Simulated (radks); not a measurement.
Values are calculated unless marked as measured or tabulated.
Charge is removed step by step from the 4p (averaged over the sub-levels emptied) level of the krypton ion Kr+, starting from [Ar] 3d10 4s2 4p5. Level of theory: Dirac Kohn-Sham, PBE, spin-unpolarised, spherical densities, finite nucleus; open shells are shared between the two j in proportion to 2j + 1; Fermi nuclear charge, rms radius 4.1884 fm (a radial shooting solver on a logarithmic mesh with Libxc functionals).

| removed (e) | E - E(0) (eV) | eigenvalue (eV) | E minus straight line (eV) |
|---|---|---|---|
| 0 | 0.000 | -19.553 | 0.000 |
| 0.25 | 5.232 | -22.314 | -1.064 |
| 0.5 | 11.163 | -25.142 | -1.429 |
| 0.75 | 17.808 | -28.032 | -1.080 |
| 1 | 25.183 | -30.982 | 0.000 |

Removing the whole electron costs 25.183 eV by Delta-SCF, against 19.553 eV from minus the eigenvalue at the starting occupation. Slater's transition state (half an electron removed) gives 25.142 eV. Integrating minus the eigenvalue over the occupation (Janak's theorem) gives 25.183 eV. The mean slope of the eigenvalue, de/dn, is 11.4 eV per electron. Ionisation energy of Kr+ in the NIST Atomic Spectra Database: 24.360 eV (measured).

Beside tabulated values, note that spin-unpolarised runs miss the spin-polarisation part of the exchange energy of open shells.
